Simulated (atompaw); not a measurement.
# Scattering properties, PAW (atompaw) potential for silicon

atompaw 4.2.0.5 input, output lines left out:

```
Si 14
LDA-PW loggrid 1500 logderivrange -3 5 201
3 3 0 0 0 0
3 1 1.75
0 0 0
c
c
v
c
v
1
2.34 2.34 1.84 1.54
y
3.6
n
y
1.35
n
custom polynom vanderbiltortho sinc
bessel
2.34
2.34
2.34
2.30
```

The phase is arctan(r·u′/u) with u = r·R(r), unwrapped; energies in Ry, scanned from -3 to 5 Ry. A pole is an energy at which the radial function vanishes at the test radius. The pseudo phase is shifted by a multiple of π to meet the all-electron one at the reference energy, and phase errors are pseudo minus all-electron; the curves can meet again beyond the range given. Levels narrower than the energy grid can be missing from the lists of poles.

```json
{"channel": "s", "radius (bohr)": "2.35", "reference energy (Ry)": "-0.94", "poles, all-electron": "0.49", "poles, pseudo": "0.49", "unbroken range about the reference energy with phases within 0.05 rad": "the whole range", "phase error 1 Ry above the reference energy (rad)": "-0.001"}
{"channel": "p", "radius (bohr)": "2.35", "reference energy (Ry)": "-0.43", "poles, all-electron": "1.38", "poles, pseudo": "1.38", "unbroken range about the reference energy with phases within 0.05 rad": "below 4.6", "phase error 1 Ry above the reference energy (rad)": "-0.000"}
```

Phases in the s channel:

| E (Ry) | all-electron | pseudo |
| --- | --- | --- |
| -3.00 | 1.223 | 1.222 |
| -2.76 | 1.190 | 1.189 |
| -2.52 | 1.147 | 1.147 |
| -2.28 | 1.089 | 1.088 |
| -2.04 | 1.002 | 1.002 |
| -1.80 | 0.865 | 0.864 |
| -1.56 | 0.623 | 0.622 |
| -1.32 | 0.175 | 0.175 |
| -1.08 | -0.455 | -0.455 |
| -0.84 | -0.932 | -0.932 |
| -0.60 | -1.193 | -1.193 |
| -0.36 | -1.341 | -1.341 |
| -0.12 | -1.434 | -1.435 |
| 0.12 | -1.499 | -1.500 |
| 0.36 | -1.548 | -1.548 |
| 0.60 | -1.587 | -1.588 |
| 0.84 | -1.621 | -1.621 |
| 1.08 | -1.650 | -1.651 |
| 1.32 | -1.678 | -1.679 |
| 1.56 | -1.706 | -1.707 |
| 1.80 | -1.734 | -1.734 |
| 2.04 | -1.763 | -1.764 |
| 2.28 | -1.796 | -1.797 |
| 2.52 | -1.834 | -1.835 |
| 2.76 | -1.879 | -1.880 |
| 3.00 | -1.936 | -1.937 |
| 3.24 | -2.011 | -2.011 |
| 3.48 | -2.116 | -2.116 |
| 3.72 | -2.272 | -2.272 |
| 3.96 | -2.515 | -2.516 |
| 4.20 | -2.890 | -2.895 |
| 4.44 | -3.359 | -3.371 |
| 4.68 | -3.763 | -3.779 |
| 4.92 | -4.032 | -4.048 |
